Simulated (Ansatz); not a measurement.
Start from `[CH3][AlH][CH](F)F` and change one atom or group to get `F[CH](F)[SnH2][SH]`.

Ansatz, PBE0-D4/def2-TZVP geometries, multiplicity 1. Each molecule was computed in one conformer, which needn't be the lowest.

Elements past krypton have def2 core potentials.

```json
{"property": "LUMO energy (PBE0/def2-TZVPP) / eV", "`[CH3][AlH][CH](F)F`": "-1.51"}
{"property": "HOMO energy (B3LYP/def2-TZVPP) / eV", "`[CH3][AlH][CH](F)F`": "-7.50"}
{"property": "size of the dipole moment (B3LYP/def2-TZVPP) / D", "`[CH3][AlH][CH](F)F`": "1.86"}
{"property": "HOMO energy (PBE/def2-TZVPP) / eV", "`[CH3][AlH][CH](F)F`": "-6.19"}
{"property": "HOMO–LUMO gap (PBE/def2-TZVPP) / eV", "`[CH3][AlH][CH](F)F`": "3.90"}
{"property": "LUMO energy (PBE/def2-TZVPP) / eV", "`[CH3][AlH][CH](F)F`": "-2.29"}
```

(1) What does the change do to each property? (Best estimate.)

Results:

(1) Ansatz gave: 
| property | `F[CH](F)[SnH2][SH]` | shift |
| --- | --- | --- |
| LUMO energy (PBE0/def2-TZVPP) / eV | -0.72 | 0.79 |
| HOMO energy (B3LYP/def2-TZVPP) / eV | -7.15 | 0.35 |
| size of the dipole moment (B3LYP/def2-TZVPP) / D | 2.40 | 0.54 |
| HOMO energy (PBE/def2-TZVPP) / eV | -6.13 | 0.06 |
| HOMO–LUMO gap (PBE/def2-TZVPP) / eV | 4.58 | 0.68 |
| LUMO energy (PBE/def2-TZVPP) / eV | -1.55 | 0.74 |

With PBE0 the HOMO rises by 0.30 eV and the LUMO rises by 0.79 eV, so the gap widens by about 0.49 eV. PBE moves the HOMO by 0.06 eV and ωB97M-V by 0.42 eV. Dipoles are sizes alone; their direction can turn.

Positive LUMOs are unbound, so they and the gaps depend on the basis.

B3LYP here is the variant with VWN-RPA as its local correlation; programs differ in this.
